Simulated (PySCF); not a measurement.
COS (SMILES O=C=S), singlet, at a GFN2-xTB geometry. Base run: CAMB3LYP/cc-pVDZ in PySCF.

Here is a job for PySCF.
```python
from pyscf import gto, scf, dft

mol = gto.Mole()
mol.atom = '''
    O    -0.000000   -0.000000   -1.666869
    C    -0.000000   -0.000000   -0.512825
    S     0.000000    0.000000    1.025744
'''
mol.basis = 'cc-pvdz'
mol.charge = 0
mol.spin = 0
mol.verbose = 4
mol.build()

mf = dft.RKS(mol)
mf.xc = 'camb3lyp'
mf.kernel()
mf.analyze()
```

The base run was repeated with changes; each row names its change, and settings that it needs were set with it.

```
change                                                                                                                  ΔE vs base (mEh)  fitting functions  dipole (D)
----------------------------------------------------------------------------------------------------------------------  ----------------  -----------------  ----------
base                                                                                                                               0.000                  -        0.52
auxbasis = even-tempered beta=2.0                                                                                                 -0.061                413        0.52
auxbasis = even-tempered beta=3.0                                                                                                 -1.569                270        0.52
auxbasis = def2-tzvp-ri                                                                                                          -12.458                265        0.52
auxbasis = def2-universal-jfit                                                                                                     432.5                149        0.54
auxbasis = cc-pvqz-jkfit                                                                                                          -0.016                360        0.52
auxbasis = default (with mf = mf.density_fit())                                                                                    0.042                252        0.52
auxbasis = cc-pvtz-jkfit                                                                                                          -0.009                279        0.52
exchange = seminumerical (SGX) (with mf = sgx.sgx_fit(mf, auxbasis='def2-universal-jfit'); with mf.with_df.dfj = True)            -0.072                149        0.52
auxbasis = autoaux                                                                                                                 0.020                374        0.52
```

A fitting set is made for a task (jfit for Coulomb, jkfit for Coulomb and exchange, ri for correlation) and for a family of orbital bases.
